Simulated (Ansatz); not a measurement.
Cost and result for the atomization energy of CH5F2NOSi, SMILES `CO[Si](N)(F)F` (11 atoms, 10 bonds).

Z-matrix (Å, degrees):
```
C
O 1 1.413
H 1 1.093 2 110.5
H 1 1.093 2 111.5 3 -121.5
H 1 1.091 2 108.0 3 118.9
Si 2 1.611 1 126.4 3 81.0
F 6 1.591 2 107.7 1 35.8
N 6 1.675 2 108.8 1 161.6
F 6 1.585 2 113.4 1 -78.2
H 8 1.004 6 122.5 2 -39.6
H 8 1.004 6 122.6 2 155.6
```

The species carries charge 0 and has multiplicity 1. Geometry: relaxed with PBE0-D4/def2-TZVP. It is one conformer, not always the lowest. Program: Ansatz. All runs use 4 threads of an Arm Neoverse V1 on a shared host. Times are those of one run each, without the atoms' runs, and a repeat can differ threefold. Electronic energies, without spin–orbit coupling; frozen cores. CCSD(T)/CBS adds CCSD(T) − MP2 in def2-TZVPP to the MP2 limit, and its time is that of the two runs behind it. T1 = 0.011. B3LYP takes the VWN-RPA correlation (the form of Gaussian; ORCA's B3LYP/G).

CCSD(T)/CBS is a level of theory with its own doubt, some kJ/mol a heavy atom from the limit and from the frozen cores, so smaller differences don't rank the functionals.

| level | functions | atomization (kcal/mol) | difference from CCSD(T)/CBS | per bond |
| --- | --- | --- | --- | --- |
| r2SCANh-D4/def2-TZVPP | 267 | 1062.9 | -14.4 | -1.4 |
| CCSD(T)/def2-TZVPP | 267 | 1044.1 | -33.2 | -3.3 |
| r2SCAN-D4/def2-TZVPP (with forces) | 267 | 1071.7 | -5.6 | -0.6 |
| MP2/def2-QZVPP | 505 | 1093.2 | 15.9 | 1.6 |
| CAM-B3LYP-D4/def2-TZVPP | 267 | 1080.4 | 3.1 | 0.3 |
| ωB97X-V/def2-TZVPP | 267 | 1075.2 | -2.1 | -0.2 |
| LDA (SPW92)/def2-TZVPP | 267 | 1230.8 | 153.5 | 15.4 |
| B2PLYP/def2-TZVPP | 267 | 1062.5 | -14.8 | -1.5 |
| CCSD(T)/CBS(def2) | – | 1077.3 | 0.0 | 0.0 |
| B3LYP-D4/def2-TZVPP (with forces) | 267 | 1069.7 | -7.6 | -0.8 |
| PBE-D4/def2-TZVPP (with forces) | 267 | 1088.0 | 10.7 | 1.1 |
| PBE-QIDH/def2-TZVPP | 267 | 1060.1 | -17.2 | -1.7 |
| CCSD(T)/def2-SVP | 113 | 990.6 | -86.7 | -8.7 |

Q: Order the runs by time, with rough figures. (An estimate is asked.)

A: Computed: LDA (SPW92)/def2-TZVPP 1.4 s; PBE-D4/def2-TZVPP (with forces) 2.8 s; CAM-B3LYP-D4/def2-TZVPP 3.8 s; r2SCAN-D4/def2-TZVPP (with forces) 5.5 s; B3LYP-D4/def2-TZVPP (with forces) 5.5 s; r2SCANh-D4/def2-TZVPP 6 s; B2PLYP/def2-TZVPP 6.5 s; PBE-QIDH/def2-TZVPP 7 s; ωB97X-V/def2-TZVPP 9 s; CCSD(T)/def2-SVP 9.5 s; MP2/def2-QZVPP 26 s; CCSD(T)/def2-TZVPP 5.8 min; CCSD(T)/CBS(def2) 6.2 min.

The D4 term adds +8.3 kcal/mol with B3LYP and +4.4 kcal/mol with PBE0; it sums over pairs of atoms, weighted by their polarisabilities, and B3LYP, whose exchange is more repulsive, gets the larger term. At CCSD(T), def2-SVP lies −86.8 kcal/mol from the extrapolated value and def2-TZVPP −33.2 kcal/mol: correlation converges slowly with the basis, and small sets miss more of it in the bonded molecule than in its fragments. From r2SCAN to r2SCAN0 (25 % exact exchange), in def2-TZVPP and without D4, the atomization energy moves by −21.6 kcal/mol: exact exchange takes away binding that semilocal exchange gives to molecules.
